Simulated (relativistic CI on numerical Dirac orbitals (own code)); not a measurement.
Ce XI: q coefficients and field-shift factors

Method of calculation: Dirac-Coulomb-Breit CI, KLI orbitals optimised for each configuration, derivatives by finite differences, unscaled Slater integrals, QED left out (own radial code, finite nucleus).

Configurations in the expansion (outside the closed core [Kr] 4d10): 5s², 5s5p, 4f², 5p², 5s4f, 5s5d, 4f5p, 5d². Levels of other configurations are missing.

With x = (α/α₀)² − 1 an excitation energy changes as ω = ω₀ + qx; K = 2q/ω₀ is the relative enhancement. Terms are leading LS components, so labels can repeat. The field-shift factor is F = δν/δ⟨r²⟩ for the transition from the lowest level.

Lowest level 5s² ¹S0.

```
    Level  ω₀ (cm⁻¹)  q (cm⁻¹)      K  F (GHz/fm²)
5s5p ³P°0     133068     10570  0.159        -59.7
5s5p ³P°1     141630     17370  0.245        -60.2
5s5p ³P°2     168655     50610    0.6        -61.9
5s4f ³F°2     171360     74900  0.874        -65.5
5s4f ³F°3     172241     75550  0.877        -65.5
5s4f ³F°4     173794     77000  0.886        -65.4
5s4f ¹F°3     181938     77720  0.854        -66.6
5s5p ¹P°1     224131     44000  0.393        -60.3
  5p² ³P0     317680     30260  0.191         -122
 4f5p ³G3     324150     88450  0.546         -127
 4f5p ³F2     327205     90030   0.55         -127
 4f5p ³F3     328289     92320  0.562         -127
 4f5p ³F4     330403     92640  0.561         -127
  5p² ¹D2     341978     67360  0.394         -120
  5p² ³P1     341995     64330  0.376         -124
 4f5p ³G3     354733    125500  0.707         -128
  4f² ³H4     357318    147300  0.824         -130
 4f5p ³F4     357712    127500  0.713         -128
  4f² ³H5     359089    149200  0.831         -130
  4f² ³H6     360984    150800  0.835         -130
 4f5p ³D2     362628    126500  0.698         -128
 4f5p ³D3     363112    127600  0.703         -128
 4f5p ³G5     363321    127700  0.703         -128
```

At this charge transitions that keep the count of f electrons are usually good to a few per cent. Levels and lines within the n = 5 or 6 shells can be off by up to 10 % or somewhat more, and those that change n by about 2 %, since core polarisation is missing. Levels that differ in their count of f electrons can be misplaced by several ten thousand cm⁻¹, since the correlation energy of f electrons is missing or only estimated; rates across such gaps can be off by orders of magnitude.
